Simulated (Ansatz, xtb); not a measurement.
# Relative energy of two isomers of C6H5ClO2

We compare a, `Cc1ccc(Cl)oc1=O`, a singlet, with b, `Cc1coc(=O)cc1Cl`, a singlet. Both are isolated molecules in the gas phase, relaxed with PBE-D3(BJ)/def2-SVP.

Quicker runs give these differences E(b) − E(a): GFN2-xTB −0.066 eV; HF/STO-3G +0.003 eV (at GFN2-xTB geometries); r2SCAN-D4/def2-SVP +0.041 eV (at GFN2-xTB geometries).

Task: Which of the two would you expect CCSD(T)/def2-SVP + ΔMP2/def2-TZVPP electronic energies to favour?

Result: Too close to call at this level: CCSD(T)/def2-SVP + ΔMP2/def2-TZVPP gives E(b) − E(a) = −0.004 eV.

Level by level:

| level | geometry | E(b) − E(a) (eV) | departure from the last row (eV) | job, with rough time for the two |
| --- | --- | --- | --- | --- |
| GFN2-xTB | GFN2-xTB | −0.066 | −0.062 | optimisation, 0.18 s |
| HF/STO-3G | GFN2-xTB | +0.003 | +0.007 | single point, 0.58 s |
| r2SCAN-D4/def2-SVP | GFN2-xTB | +0.041 | +0.045 | single point, 4.8 s |
| PBE-D3(BJ)/def2-SVP | PBE-D3(BJ)/def2-SVP | +0.033 | +0.037 | optimisation, 26 s |
| HF/def2-SVP | PBE-D3(BJ)/def2-SVP | −0.007 | −0.003 | part of the CCSD(T) run |
| MP2/def2-SVP | PBE-D3(BJ)/def2-SVP | +0.018 | +0.022 | part of the CCSD(T) run |
| CCSD(T)/def2-SVP | PBE-D3(BJ)/def2-SVP | +0.003 | +0.007 | single point |
| CCSD(T)/def2-SVP + ΔMP2/def2-TZVPP | PBE-D3(BJ)/def2-SVP | −0.004 |  | single point, 2.4 min |

As drawn, both hold the same kinds of bond in the same numbers.

The largest departure from CCSD(T)/def2-SVP + ΔMP2/def2-TZVPP is that of GFN2-xTB, 0.062 eV. The last row adds to CCSD(T) the change of the MP2 difference between the two basis sets, here −0.007 eV.

With thermal terms from frequencies at re-optimised GFN2-xTB minima (ideal gas, soft modes damped towards free rotors, one conformer each, 298.15 K, 1 atm): the zero-point term adds +0.010 eV; ΔH is 0.000 and ΔG +0.020 eV.

The correlated steps freeze 13 core orbitals. Codes used: Ansatz 0.2.0, xtb 6.7.1; the last row on 4 threads of Arm Neoverse V1 on a shared host.
